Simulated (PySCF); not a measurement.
C3H5N2, SMILES c1c[nH][nH+]c1, charge +1.

Geometry optimised at PBE-D3(BJ)/def2-SVP. The isomer is the one that the SMILES or the coordinates give; other isomers of the formula were not compared.

All values below come from PBE-D3(BJ)/def2-SVP in PySCF 2.14.0.

No scaling factor is applied to the harmonic values.

| mode | ν (cm⁻¹) | IR (km/mol) | moving atoms (share of kinetic energy) |
|---|---|---|---|
| 1 | 481 | 0.0 | H 64 %, N 36 % |
| 2 | 567 | 196.0 | H 72 %, N 19 %, C 8 % |
| 3 | 606 | 8.6 | C 56 %, H 43 % |
| 4 | 627 | 0.0 | N 40 %, H 37 %, C 22 % |
| 5 | 769 | 94.3 | H 84 %, C 15 % |
| 6 | 874 | 0.0 | H 76 %, C 23 % |
| 7 | 878 | 1.4 | C 76 %, N 13 %, H 11 % |
| 8 | 914 | 0.6 | N 51 %, C 25 %, H 24 % |
| 9 | 916 | 0.1 | H 71 %, C 29 % |
| 10 | 1038 | 20.2 | H 77 %, N 14 %, C 9 % |
| 11 | 1041 | 40.2 | H 73 %, N 16 %, C 11 % |
| 12 | 1105 | 26.1 | H 67 %, C 26 % |
| 13 | 1183 | 6.0 | C 46 %, N 41 %, H 13 % |
| 14 | 1217 | 0.4 | H 76 %, N 14 %, C 10 % |
| 15 | 1290 | 9.3 | H 70 %, C 28 % |
| 16 | 1435 | 47.2 | C 78 %, H 12 %, N 10 % |
| 17 | 1468 | 9.0 | N 60 %, H 28 %, C 12 % |
| 18 | 1520 | 0.0 | C 74 %, H 18 % |
| 19 | 1544 | 31.3 | H 38 %, N 36 %, C 26 % |
| 20 | 3205 | 0.1 | H 91 %, C 9 % |
| 21 | 3209 | 56.5 | H 91 %, C 9 % |
| 22 | 3225 | 37.6 | H 90 %, C 10 % |
| 23 | 3515 | 148.3 | H 92 % |
| 24 | 3526 | 352.2 | H 92 % |
